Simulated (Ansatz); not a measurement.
Two isomers of C2H6BrFSi: A = `CC[SiH](F)Br`, B = `C[Si](C)(F)Br`.

Calculated with Ansatz (gas phase, PBE0-D4/def2-TZVP geometries, no zero-point term in ΔE). CCSD(T)/CBS is the MP2 limit (def2-TZVPP, def2-QZVPP) plus CCSD(T) − MP2 in def2-TZVPP, frozen cores. Functionals use def2-TZVPP. B3LYP here is the variant with VWN-RPA as its local correlation; programs differ in this. For Br outer-core shells are correlated without core-valence functions, which leaves a few kJ/mol of doubt a bond. Scalar relativity is left out up to krypton. Each species was taken in one conformer, which may not be the lowest.

(1) Which isomer does CCSD(T)/CBS put lower? Give the gap. (An estimate is asked.)

(2) Give E(B) − E(A) in kcal/mol with B2PLYP, CCSD(T)/def2-TZVPP, ωB97M-V, B3LYP-D4, CCSD/def2-TZVPP, MP2/def2-TZVPP, PBE-D4. (An estimate is asked.)

Largest T1 diagnostic: 0.009.

## Answers

(1) The calculation gave: B, by 16.0 kcal/mol.

(2) Ansatz gave: B2PLYP -15.8, CCSD(T)/def2-TZVPP -15.6, ωB97M-V -16.6, B3LYP-D4 -16.0, CCSD/def2-TZVPP -15.5, MP2/def2-TZVPP -16.2, PBE-D4 -16.0. None reverses the order clearly.

In def2-TZVPP, CCSD(T) changes the Hartree–Fock value by −1.0 kcal/mol (the triples alone add −0.1 kcal/mol) and MP2 by −1.6 kcal/mol.
